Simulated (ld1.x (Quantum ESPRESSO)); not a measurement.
An all-electron radial function and its pseudo partner (fluorine (F))

Columns: radius, all-electron u(r) and pseudo u(r) of the 2p shell (level -11.11 eV) of fluorine in the configuration [He] 2s2 2p5; PBE, scalar-relativistic, PAW scheme, ld1.x (Quantum ESPRESSO) 7.5.

| r (bohr) | all-electron | pseudo |
| --- | --- | --- |
| 0.075 | 0.0866 | 0.0127 |
| 0.150 | 0.2551 | 0.0497 |
| 0.225 | 0.4307 | 0.1086 |
| 0.300 | 0.5837 | 0.1850 |
| 0.375 | 0.7048 | 0.2736 |
| 0.450 | 0.7943 | 0.3685 |
| 0.525 | 0.8545 | 0.4635 |
| 0.600 | 0.8898 | 0.5528 |
| 0.675 | 0.9047 | 0.6312 |
| 0.750 | 0.9038 | 0.6951 |
| 0.825 | 0.8910 | 0.7418 |
| 0.900 | 0.8695 | 0.7706 |
| 0.975 | 0.8419 | 0.7821 |
| 1.050 | 0.8102 | 0.7780 |
| 1.125 | 0.7758 | 0.7611 |
| 1.200 | 0.7400 | 0.7348 |
| 1.275 | 0.7037 | 0.7026 |
| 1.350 | 0.6674 | 0.6674 |
| 1.425 | 0.6317 | 0.6317 |
| 1.500 | 0.5969 | 0.5969 |
| 1.575 | 0.5631 | 0.5631 |
| 1.650 | 0.5307 | 0.5307 |
| 1.725 | 0.4996 | 0.4996 |
| 1.800 | 0.4700 | 0.4700 |
| 1.875 | 0.4418 | 0.4418 |
| 1.950 | 0.4150 | 0.4150 |

Question: How many radial nodes do the two functions have?

Answer: The all-electron 2p function has n − l − 1 = 0; the pseudo-wave has 0.

Question: At about which radius was the pseudo-wave matched?

Answer: 1.50 bohr. The columns agree to 0.0005 from 1.35 bohr on; several derivatives are matched, so the curves merge somewhat inside the radius.

Question: Where does each function peak?

Answer: Outermost all-electron maximum near 0.68 bohr, pseudo maximum near 0.97 bohr (to the table’s step).

Question: Is the pseudo-wave norm-conserving?

Answer: No, it belongs to a PAW set: the norm inside the radius is not constrained, and the difference is carried by the augmentation charge.
